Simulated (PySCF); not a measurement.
Several structures and their simulated spectra, in scrambled order.

A. `CC#C[SiH2]O[SiH3]`
B. `[SiH3]N=P12C=CC(C=C1)C=C2`
C. SMILES C/C=C/C[SiH2]OC[SiH3]
D. `[SiH3]CC1=C(C2CC2)[SiH2]C1`

Spectrum 1. ¹H NMR (500 MHz, computed): δ 7.62 (m, 3H), 7.24 (m, 3H), 5.11 (m, 3H), 4.65 (m, 1H). ¹³C{¹H} NMR (computed): δ 159.0 (CH), 145.6 (CH), 51.8 (CH).

Spectrum 2. ¹H NMR (500 MHz, computed): δ 4.66 (m, 2H), 3.95 (t, 3H), 2.17 (q, 2H), 1.68 (m, 2H), 1.47 (m, 1H), 0.71 (m, 2H), 0.23 (m, 2H). ¹³C{¹H} NMR (computed): δ 159.3 (C), 150.6 (C), 18.0 (CH2), 17.5 (CH2), 14.8 (CH), 8.8 (CH2).

Spectrum 3. ¹H NMR (500 MHz, computed): δ 5.15 (s, 3H), 5.15 (s, 2H), 2.11 (s, 3H). ¹³C{¹H} NMR (computed): δ 112.7 (C), 85.1 (C), 5.9 (CH3).

Spectrum 4. ¹H NMR (500 MHz, computed): δ 5.72 (m, 1H), 5.57 (m, 1H), 4.67 (t, 2H), 3.90 (m, 3H), 3.84 (m, 2H), 1.99 (m, 2H), 1.77 (d, 3H). ¹³C{¹H} NMR (computed): δ 133.7 (CH), 129.8 (CH), 53.9 (CH2), 24.8 (CH2), 22.3 (CH3).

- geometry from GFN2-xTB
- NMR shieldings at PBE0/pcSseg-1/GIAO
- code: PySCF 2.14
- fast rotation and ring inversion assumed for equivalent nuclei, non-relativistic, a single conformation, no solvent model

δ = σ(ref) − σ, references computed at the same level: TMS for ¹H and ¹³C. Splittings of carbon signals by F and P are missing where no couplings were computed. Where no couplings were computed, multiplicities follow the n + 1 count of equivalent neighbours, and m marks all less simple cases (inequivalent or close neighbours, rings, F or P nearby). Shifts are as computed. Against solution values, carbons near 30 ppm lie about +3 ppm off and those near 130 ppm about +5 ppm. Of 1211 compounds with measured shifts, 218 miss one by over three times the rms of a fit or turn the order of signals round; such compounds aren't used in these exercises.

Match each spectrum to its structure.

Answers

1–B, 2–D, 3–A, 4–C.

- Spectrum 1 (B): 3 ¹³C signals; δC 159.0 is an alkene CH; δC 145.6 is an alkene CH.
- Spectrum 2 (D): 6 ¹³C signals; δC 159.3 is a fully substituted alkene carbon; δC 150.6 is a fully substituted alkene carbon.
- Spectrum 3 (A): 3 ¹³C signals; δC 85.1 is an alkyne carbon; δC 5.9 is a propargylic methyl carbon.
- Spectrum 4 (C): 5 ¹³C signals; δC 133.7 is an alkene CH; δC 129.8 is an alkene CH.
